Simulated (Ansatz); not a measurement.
System: SiCl, charge 1, singlet. SiCl+ (parent SMILES [Si]Cl, singlet).
B3LYP-D3(BJ)/def2-TZVP minimum from Ansatz (a first-principles code):
```
Si
Cl 1 1.9654
```
Charge +1, spin multiplicity 1.

Hartree-Fock and CCSD(T) correlation energies in hartree (Ansatz). Radicals and triplets start from unrestricted determinants; spin-orbit coupling is neglected. Correlated methods leave the cores frozen. No relativity.

```csv
basis,X,E(HF),"E(corr, CCSD(T))"
cc-pV(T+d)Z,3,-748.19741,-0.29768
cc-pV(Q+d)Z,4,-748.20348,-0.32070
cc-pV(5+d)Z,5,-748.20458,withheld
```

### Question
Fit E(corr) = E∞ + A/X³ to X = 3 and 4, predict X = 5, and compare with the run.

### Answer
A = (-0.29768 - (-0.32070))/(1/27 - 1/64) = 1.0751; E∞ = -0.32070 - A/64 = -0.33750; at X = 5, E∞ + A/125 = -0.32890. The run gave -0.32854, 0.36 mEh above the prediction. The same form on X = 4 and 5 gives E∞ = -0.33677, 0.73 mEh above the first estimate.
